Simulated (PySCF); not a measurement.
Vertical excitations of a molecule C3H3BF2 from TDA-ωB97X/def2-SVPD in PySCF, as energy in eV (oscillator strength): 5.02 (0.000), 5.96 (0.049), 6.52 (0.005), 6.83 (0.000), 8.14 (0.076), 8.73 (0.109), 8.77 (0.171), 9.00 (0.102), 9.17 (0.018), 9.25 (0.681). Lowest triplet (TDA): 4.49 eV. Geometry: B3LYP-D3(BJ)/def2-SVP. Other conformers were not sampled.

### Question
Identify the compound among the candidates.
A. C#CCB(F)F
B. FB1CC=C1F
C. C#CB(F)CF
D. FB1C=C[C@@H]1F

### Answer
C, C#CB(F)CF
